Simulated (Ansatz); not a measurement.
One change: `CCSSC` becomes `CCSS[SiH3]`.

Ansatz, PBE0-D4/def2-TZVP geometries, multiplicity 1. Each molecule was computed in one conformer, which needn't be the lowest.

```json
{"property": "HOMO energy (ωB97M-V/def2-TZVPP) / eV", "`CCSSC`": "-8.84"}
{"property": "HOMO energy (PBE/def2-TZVPP) / eV", "`CCSSC`": "-5.49"}
{"property": "HOMO energy (PBE0/def2-TZVPP) / eV", "`CCSSC`": "-6.67"}
{"property": "LUMO energy (PBE0/def2-TZVPP) / eV", "`CCSSC`": "-0.04"}
{"property": "size of the dipole moment (ωB97M-V/def2-TZVPP) / D", "`CCSSC`": "2.01"}
{"property": "HOMO–LUMO gap (PBE/def2-TZVPP) / eV", "`CCSSC`": "4.43"}
```

**Question.** What does the change do to each property? (An estimate is asked.)

**Answer.** Ansatz gave: 
```
                                          property  `CCSS[SiH3]`  shift
             HOMO energy (ωB97M-V/def2-TZVPP) / eV         -8.91  -0.07
                 HOMO energy (PBE/def2-TZVPP) / eV         -5.60  -0.11
                HOMO energy (PBE0/def2-TZVPP) / eV         -6.77  -0.10
                LUMO energy (PBE0/def2-TZVPP) / eV         -0.79  -0.75
size of the dipole moment (ωB97M-V/def2-TZVPP) / D          1.73  -0.28
               HOMO–LUMO gap (PBE/def2-TZVPP) / eV          3.82  -0.61
```

With PBE0 the HOMO falls by 0.10 eV and the LUMO falls by 0.75 eV, so the gap narrows by about 0.65 eV. PBE moves the HOMO by -0.11 eV and ωB97M-V by -0.07 eV. Dipoles are sizes alone; their direction can turn.
